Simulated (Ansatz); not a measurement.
# Abstraction of H: SiH(OH)2(SiH3) + C2H8NSi → SiH(OH)2(SiH2) + C2H9NSi

Species: SiH(OH)2(SiH3), singlet; C2H8NSi `CN(C)[SiH2]`, doublet; SiH(OH)2(SiH2), doublet; C2H9NSi `CN(C)[SiH3]`, singlet. A radical takes H: the energy is the difference in strength between two Si–H bonds in different surroundings.

Shapes, held fixed at every level: PBE0-D4/def2-TZVP. Flexible molecules stand in one conformer, not always the lowest. Programs: Ansatz 0.2.0. The zero-point and thermal change to 298 K, harmonic and unscaled (PBE0-D4/def2-TZVP), is +0.5 kJ/mol.

```tsv
level	kind	ΔH(298 K) (kJ/mol)	less CCSD(T)/def2-SVP	CPU time (sum over the molecules)
MP2/def2-TZVPP	perturbation theory	-6.0	-1.4	–
HF/def2-SVP	Hartree–Fock	-12.3	-7.7	–
PBE-D4/def2-TZVPP	GGA	+5.7	+10.3	41 s
wB97M-V/def2-TZVPP	range-separated hybrid	-2.9	+1.7	3.1 min
wB97X-V/def2-TZVPP	range-separated hybrid	+0.1	+4.7	2.3 min
B2PLYP/def2-TZVPP	double hybrid	-0.2	+4.4	84 s
CCSD(T)/def2-SVP	coupled cluster or CI	-4.6	0.0	98 s
```

The highest level, CCSD(T)/def2-SVP, gives ΔH(298 K) = -4.6 kJ/mol; the levels span -12.3 to +5.7. They disagree on the sign: 2 of 7 are positive. The column of differences is taken from that level and isn't an error. No measured value is set beside it here. Open shells run unrestricted. Times are processor times on shared x86 and Arm servers, and rough.
